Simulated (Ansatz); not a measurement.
```yaml
crystal:
  periodic: [false, false, false]
  atoms:
    - {symbol: Cl, position_ang: [-1.618427, -1.868578, 1.866752]}
    - {symbol: Al, position_ang: [-0.123644, -1.136691, 0.617430]}
    - {symbol: N, position_ang: [0.799824, 0.351334, 0.984869]}
    - {symbol: Al, position_ang: [0.507445, 1.359253, -0.636655]}
    - {symbol: Cl, position_ang: [-1.530917, 2.654704, -0.514481]}
    - {symbol: N, position_ang: [-0.231047, -0.471304, -1.251795]}
    - {symbol: H, position_ang: [1.312430, -2.408647, 0.340478]}
    - {symbol: H, position_ang: [0.102515, 0.925473, 1.748533]}
    - {symbol: H, position_ang: [1.483016, 0.305402, 1.620709]}
    - {symbol: H, position_ang: [1.559001, 1.555646, -1.374967]}
    - {symbol: H, position_ang: [-1.703991, -0.350183, -1.211308]}
    - {symbol: H, position_ang: [-0.194400, -0.873800, -1.779646]}
basis:
  gaussian: {orbitals: def2-TZVP}
magnetization: {spin_polarized: true, initial_magnetization: 1}
hamiltonian: {xc: {name: RPBE}}
scf: {lower_state_search: light}
output: {forces: true}
```

```sh
$ ansatz run in.yaml --threads 2 --pin off --events-out ev --progress --plain --max-ram 32768MiB --backend cpu
```

Output, abridged:

```
Error: a molecule whose nuclei and cores have a total charge of 80 cannot have a net charge of 0 together with 1 unpaired electrons
```

(1) What is wrong with this run?

Results:

(1) The number of unpaired electrons doesn't fit the electron count. The program refused the input.
